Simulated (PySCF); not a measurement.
AlFH4O2SSi, SMILES [OH][Al]([OH])[S][SiH2]F. Atoms are numbered in the order given.

```xyz
10

Si    -1.8021    -0.3873     0.0955
F     -0.6135    -0.6492    -1.1501
S     -0.5424     0.6084     1.4209
Al     0.9652     0.1007    -0.2352
O      1.5750     1.3609    -1.2044
O      1.9210    -1.2703     0.0811
H     -2.2682    -1.7504     0.4404
H     -2.8673     0.3870    -0.5858
H      1.2629     2.2687    -1.2174
H      2.7865    -1.4080    -0.3134
```

Geometry optimised at B3LYP-D3(BJ)/def2-SVP. The structure was generated by enumeration; whether it is a known compound was not checked. One conformer was computed; it need not be the lowest.

Calculation: B3LYP/pcSseg-1 in PySCF.

GIAO shieldings, no solvent; atoms listed in one row are averaged. δ = σ(ref) − σ: ²⁹Si against TMS (σ = 338.7 ppm); ¹⁹F against CFCl3 (σ = 161.7 ppm); ³³S against H2S (σ = 695.8 ppm); ¹⁷O against H2O (σ = 333.8 ppm); ¹H against TMS (σ = 31.68 ppm), references at their B3LYP-D3(BJ)/def2-TZVP geometries, non-relativistic.

Computed chemical shifts:
```csv
nucleus,atoms,count,δ (ppm)
²⁹Si,Si1,1,47.6
¹⁹F,F2,1,-151.9
³³S,S3,1,-38.4
¹⁷O,O5,1,38.7
¹⁷O,O6,1,23.3
¹H,"H7, H8",2,6.16
¹H,H9,1,2.00
¹H,H10,1,1.75
```
